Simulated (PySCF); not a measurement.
Molecule: 2-amino-1-fluorobenzene (C1(N)=CC=CC=C1F, C₆H₆FN).

Molfile (atoms numbered from 1):
```
C6H6FN
     RDKit          3D

 14 14  0  0  0  0  0  0  0  0999 V2000
   -2.4058   -0.0862    0.0948 N   0  0  0  0  0  0  0  0  0  0  0  0
   -1.0296   -0.0671    0.0831 C   0  0  0  0  0  0  0  0  0  0  0  0
   -0.2380   -1.1428    0.5109 C   0  0  0  0  0  0  0  0  0  0  0  0
    1.1522   -1.0890    0.4289 C   0  0  0  0  0  0  0  0  0  0  0  0
    1.7929    0.0376   -0.0819 C   0  0  0  0  0  0  0  0  0  0  0  0
    1.0248    1.1229   -0.5098 C   0  0  0  0  0  0  0  0  0  0  0  0
   -0.3527    1.0550   -0.4229 C   0  0  0  0  0  0  0  0  0  0  0  0
   -1.1051    2.0960   -0.8190 F   0  0  0  0  0  0  0  0  0  0  0  0
   -2.8576    0.8159    0.0250 H   0  0  0  0  0  0  0  0  0  0  0  0
   -2.8450   -0.7227    0.7453 H   0  0  0  0  0  0  0  0  0  0  0  0
   -0.7307   -2.0339    0.9085 H   0  0  0  0  0  0  0  0  0  0  0  0
    1.7394   -1.9444    0.7705 H   0  0  0  0  0  0  0  0  0  0  0  0
    2.8815    0.0792   -0.1464 H   0  0  0  0  0  0  0  0  0  0  0  0
    1.4796    2.0307   -0.9110 H   0  0  0  0  0  0  0  0  0  0  0  0
  1  2  1  0
  2  3  2  0
  3  4  1  0
  4  5  2  0
  5  6  1  0
  6  7  2  0
  7  8  1  0
  7  2  1  0
  1  9  1  0
  1 10  1  0
  3 11  1  0
  4 12  1  0
  5 13  1  0
  6 14  1  0
M  END
```

Geometry PBE0-D3(BJ)/def2-SVP throughout; GIAO in PySCF, gas phase, one conformer, non-relativistic; equivalent atoms averaged; basis pcSseg-1.

For orientation, CAM-B3LYP gives these shifts δ (against NH3, TMS, CFCl3 at the same level): N1 63.1, C7 160.9, C4 133.9, C6 124.2, F8 -143.7, H12 7.01, H11 6.66, H13 6.64, H9/H10 3.15 ppm.

A run gave: N1 66.2, C7 149.0, C4 120.8, C6 111.7, F8 -149.2, H12 6.91, H11 6.55, H13 6.62, H9/H10 3.22 ppm (shifts δ (against NH3, TMS, CFCl3 at the same level)).

Which functional was used in that run?
A. B3LYP
B. OPBE
C. B97-D
D. HF
E. wB97X-D

Results:

B. C7 tells them apart best: OPBE gives 149.0, wB97X-D gives 157.9, B3LYP gives 158.7, HF gives 154.1, B97-D gives 152.6 ppm.
